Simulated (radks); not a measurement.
Task: The mean radii <r> (bohr) of the occupied orbitals of an atom or ion are listed with their occupations. Calculated with a radial shooting solver on a logarithmic mesh with Libxc functionals: scalar-relativistic Kohn-Sham, PBE, spin-polarised, spherical densities, finite nucleus; Fermi nuclear charge, rms radius of each element as measured or else 0.836 A^(1/3) + 0.57 fm.

orbital  occ.     <r>
1s up       1  0.1250

Name the element and its charge. Open shells, if any, are filled with parallel spins first.

Result: Z = 12, magnesium, charge +11: Mg11+ in 1s1. The 1s radius gives Z: for a bare nucleus <r> = (2 gamma + 1)/(2Z) with gamma = sqrt(1 - (Z/c)^2), 0.1247 bohr for Z = 12, and the self-interaction of the functional makes it slightly larger (0.1250 here). The occupations add up to 1, and the charge is Z minus that.
